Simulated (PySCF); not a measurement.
# Structure from 2D NMR

Compound of formula C$_{9}$H$_{18}$Si. Correlations simulated from computed shifts and the bond graph:

HSQC (one-bond C–H):
```tsv
δH	δC
1.92	30.3
1.92	30.9
1.90	29.0
1.87	40.5
1.20	29.0
1.07	30.3
1.06	17.5
1.03	30.9
0.84	40.5
0.76	15.3
0.73	14.7
0.68	23.0
0.63	15.3
0.57	10.8
0.50	10.8
0.47	14.7
```

COSY cross peaks (H two or three bonds apart, from the bond graph; peaks can be absent where the dihedral angle is near 90°):
```tsv
δH	δH
1.92	1.92
1.92	1.07
1.92	1.03
1.92	0.57
1.92	0.50
1.92	1.07
1.92	1.03
1.92	0.73
1.92	0.47
1.90	1.87
1.90	1.20
1.90	0.84
1.90	0.76
1.90	0.63
1.87	1.20
1.87	0.84
1.87	0.68
1.20	0.84
1.20	0.76
1.20	0.63
1.07	1.03
1.07	0.57
1.07	0.50
1.06	0.68
1.03	0.73
1.03	0.47
0.84	0.68
0.76	0.63
0.73	0.47
0.57	0.50
```

HMBC (two and three bonds, from the bond graph):
```tsv
δH	δC
1.92	30.9, 14.7, 10.8
1.92	30.3, 14.7, 10.8
1.90	40.5, 23.0, 15.3
1.87	29.0, 23.0, 17.5, 15.3
1.20	40.5, 23.0, 15.3
1.07	30.9, 14.7, 10.8
1.06	40.5, 23.0
1.03	30.3, 14.7, 10.8
0.84	29.0, 23.0, 17.5, 15.3
0.76	40.5, 29.0, 23.0, 14.7, 10.8
0.73	30.9, 30.3, 23.0, 15.3, 10.8
0.68	40.5, 29.0, 17.5, 15.3, 14.7, 10.8
0.63	40.5, 29.0, 23.0, 14.7, 10.8
0.57	30.9, 30.3, 23.0, 15.3, 14.7
0.50	30.9, 30.3, 23.0, 15.3, 14.7
0.47	30.9, 30.3, 23.0, 15.3, 10.8
```

PySCF 2.14.0 with density-fitted response routines calculation with PBE0-D3(BJ)/def2-SVP geometry and PBE0/pcSseg-1 with gauge-including orbitals; non-relativistic, one averaged value for each set of equivalent atoms, single conformer, no solvent.

Referencing at the same level of theory: 1H, 13C against TMS.

Exchangeable hydrogens are left out of these lists.

Work out the connectivity.

## Answers

`C[C@H]1CCC[Si]12CCCC2`.

Atom-mapped SMILES (the numbers label the heavy atoms): `[CH3:1][C@H:2]1[CH2:3][CH2:4][CH2:5][Si:6]12[CH2:7][CH2:8][CH2:9][CH2:10]2`. Each H is labelled by its parent atom. Ha(C3), Ha(C4), Ha(C5) are cis to C1 on the ring; Ha(C7), Ha(C8), Ha(C9), Ha(C10) are pro-R; Hb(C7), Hb(C8), Hb(C9), Hb(C10) are pro-S; Hb(C3), Hb(C4), Hb(C5) are trans to C1 on the ring.

- δC 40.5 is C3, an sp3 CH2 in a ring (δH 0.84, 1.87).
- δC 30.9 is C8, an sp3 CH2 in a ring (δH 1.92, 1.03).
- δC 30.3 is C9, an sp3 CH2 in a ring (δH 1.07, 1.92).
- δC 29.0 is C4, an sp3 CH2 in a ring (δH 1.90, 1.20).
- δC 23.0 is C2, an sp3 CH bonded to Si (δH 0.68).
- δC 17.5 is C1, a methyl carbon (δH 1.06).
- δC 15.3 is C5, an sp3 CH2 bonded to Si (δH 0.63, 0.76).
- δC 14.7 is C7, an sp3 CH2 bonded to Si (δH 0.73, 0.47).
- δC 10.8 is C10, an sp3 CH2 bonded to Si (δH 0.50, 0.57).
- COSY links 1.92–1.92, 1.92–1.07, 1.92–1.03, 1.92–0.57, 1.92–0.50, 1.92–1.07.

The data come from this structure; uniqueness wasn't tested.

Shifts are as computed. Against solution values, carbons near 30 ppm lie about +2 ppm off and those near 130 ppm about +5 ppm. Of 1211 compounds with measured shifts, 218 miss one by over three times the rms of a fit or turn the order of signals round; such compounds aren't used in these exercises.
